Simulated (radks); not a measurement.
Spherical quantum dot in the effective-mass picture: electrons in a well V = -V0 / (1 + exp((r - R)/a)) with V0 = 13.8, R = 4.64, a = 0.47, all in effective atomic units (hartree* = m*/eps^2 hartree, bohr* = eps/m* bohr), one dielectric constant everywhere. Method: non-relativistic Kohn-Sham, PBEsol, spin-polarised, spherical densities; computed with a radial shooting solver with Libxc functionals. Levels are named by radial order and angular momentum (1s, 1p, 1d, 2s, ...), and open shells are averaged over m.

N = 24, configuration 1s2 1p6 1d10 1f(up 6, down 0). This is the lowest configuration that the search found. Occupied and some empty levels:

level,occupation,eigenvalue (hartree*),<r> (bohr*)
1s up,1,-5.9241,2.730
1s down,1,-5.8747,2.693
1p up,3,-5.7602,2.885
1p down,3,-5.7048,2.865
1d up,5,-5.4905,3.020
1d down,5,-5.4307,3.008
1f up,6,-5.1335,3.136
1f down,0,-5.0706,3.130
2s up,0,-4.9830,2.086
2s down,0,-4.9631,2.088
1g up,0,-4.7004,3.240
1g down,0,-4.6355,3.237
2p up,0,-4.5474,2.442
2p down,0,-4.5186,2.437
2d up,0,-4.0439,2.686
2d down,0,-4.0082,2.681

Energy (hartree*): total -217.119, kinetic 17.594, external -313.59, Hartree 88.414, exchange-correlation -9.5382.

Electron density:

r (bohr*),n(r) (e/bohr*^3)
0.122,0.006144
0.428,0.007510
0.734,0.01104
1.04,0.01807
1.35,0.03044
1.65,0.05002
1.96,0.07722
2.27,0.1088
2.57,0.1355
2.88,0.1437
3.18,0.1239
3.49,0.08159
3.80,0.03846
4.10,0.01237
4.41,0.002690
4.72,0.0003988
5.02,0.00004330
5.33,3.752e-06
5.63,2.827e-07
5.94,2.006e-08
